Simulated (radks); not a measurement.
All-electron atom: Cs- in [Xe] 6s2. Calculated with a radial shooting solver on a logarithmic mesh with Libxc functionals: scalar-relativistic Kohn-Sham, LDA (Slater exchange, Perdew-Wang correlation), spin-polarised, spherical densities, finite nucleus; Fermi nuclear charge, rms radius 4.8041 fm; Watson sphere of charge +1 and radius 3.7 bohr. Some entries of the table are withheld. Estimate them.

orbital,occ.,eigenvalue (hartree),<1/r> (bohr^-1)
1s,2,-1314.121,59.34
2s,2,-206.2017,13.63
2p,6,-185.0882,13.00
3s,2,-42.87484,4.909
3p,6,(1),4.664
3d,10,-26.06895,4.421
4s,2,-8.10567,2.020
4p,6,(2),1.857
4d,10,-2.76108,1.584
5s,2,-1.02508,0.7566
5p,6,(3),0.6201
6s,2,-0.11747,0.2507

Answer. 
(1) 3p eigenvalue (hartree): -36.07789
(2) 4p eigenvalue (hartree): -5.92963
(3) 5p eigenvalue (hartree): -0.53982
